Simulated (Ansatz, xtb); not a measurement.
**Relative energy of two isomers of C5H3NSe2**

Structure X is `N#CC=C1[Se]C=C[Se]1`, a singlet and structure Y is `N#Cc1c[se]c([SeH])c1`, a singlet. Both are isolated molecules in the gas phase, relaxed with PBE-D3(BJ)/def2-SVP; the shapes shown needn't be the lowest conformers.

X (Å):

```
atom    x (Å)    y (Å)    z (Å)
   C  -2.2038   1.9598   1.0199
   C  -1.0236   1.4990   0.3891
   C  -0.9786   0.2974  -0.2775
   C  -0.2344  -1.9355  -1.7289
   C  -1.5336  -2.1502  -1.4271
   N  -3.2011   2.3181   1.5364
  Se   0.5940  -0.3453  -1.1326
  Se  -2.4839  -0.8626  -0.4220
   H  -0.1271   2.1369   0.4461
   H   0.3881  -2.6332  -2.3081
   H  -2.0905  -3.0477  -1.7349
```

Y (Å):

```xyz
11

C    -2.5366    1.7353   -0.5587
C    -1.5465    0.7105   -0.6753
C    -0.2331    0.9796   -1.0495
C    -0.7441   -1.5232   -0.5534
C    -1.8234   -0.6784   -0.4026
N    -3.3540    2.5732   -0.4610
Se    0.7898   -0.5684   -1.1115
Se   -0.7632   -3.4231   -0.3922
H     0.1884    1.9657   -1.2805
H     0.0022   -3.4648    0.8860
H    -2.8140   -1.0344   -0.0881
```

Energies in hartree; the thermal terms are from GFN2-xTB frequencies at re-optimised GFN2-xTB minima (ideal gas, soft modes damped towards free rotors, one conformer each, 298.15 K, 1 atm) and include the zero-point energy:

|  | X | Y |
| --- | --- | --- |
| E, CCSD(T)/def2-SVP | −5045.710206 | −5045.734678 |
| E, MP2/def2-SVP | −5045.635965 | −5045.664728 |
| E, MP2/def2-TZVPP | −5046.754943 | −5046.776626 |
| zero-point energy | 0.060631 | 0.058405 |
| H(298 K) − E | 0.070203 | 0.068136 |
| G(298 K) − E | 0.025165 | 0.022515 |

Q: Correct the CCSD(T) difference for the basis set by the MP2 change, then work out ΔE, ΔE₀, ΔH and ΔG for X → Y in kJ/mol (1 Eh = 2625.50 kJ/mol) and the equilibrium ratio [Y]/[X].

A: 1. Differences Y − X: CCSD(T) −0.024472, MP2 in the small set −0.028763, MP2 in the large set −0.021683 Eh.
2. ΔE = −0.024472 + (−0.021683 − (−0.028763)) = −0.017392 Eh = −45.66 kJ/mol.
3. ΔE₀ = ΔE + ΔZPE = −0.017392 + (−0.002226) Eh = −51.51 kJ/mol.
4. ΔH = ΔE + (−0.002067) Eh = −51.09 kJ/mol.
5. ΔG = ΔE + (−0.002650) Eh = −52.62 kJ/mol, so ΔS = (ΔH − ΔG)/T = +5.1 J/(mol K).
6. kT = 0.9442 mEh, so K = [Y]/[X] = exp(−ΔG/kT) = exp(+21.23) ≈ 1.7 × 10^9.

Structure Y is favoured at this temperature. An error of 4 kJ/mol in ΔG would change K by a factor of 5. The basis-set step is large, which makes the value less sure. Mirror images and further conformers aren't counted.

As drawn, Y has 3 C∷C, 2 C∷Se, 1 Se–H in place of 2 C=C, 3 C–Se, 1 C–H (∷ is an aromatic bond). Structure X has a 5-membered ring, Y a 5-membered ring (with an aromatic ring).

Other levels gave ΔE = −43.0 (GFN2-xTB); −15.3 (HF/STO-3G, GFN2-xTB geometries); −45.0 (r2SCAN-D4/def2-SVP, GFN2-xTB geometries); −44.3 (PBE-D3(BJ)/def2-SVP); −65.9 (HF/def2-SVP); −75.5 (MP2/def2-SVP); −64.3 (CCSD(T)/def2-SVP) kJ/mol. The correlated steps freeze 24 core orbitals; the filled d shell of Se is correlated, in a basis made for valence electrons. Programs: Ansatz 0.2.0, xtb 6.7.1.
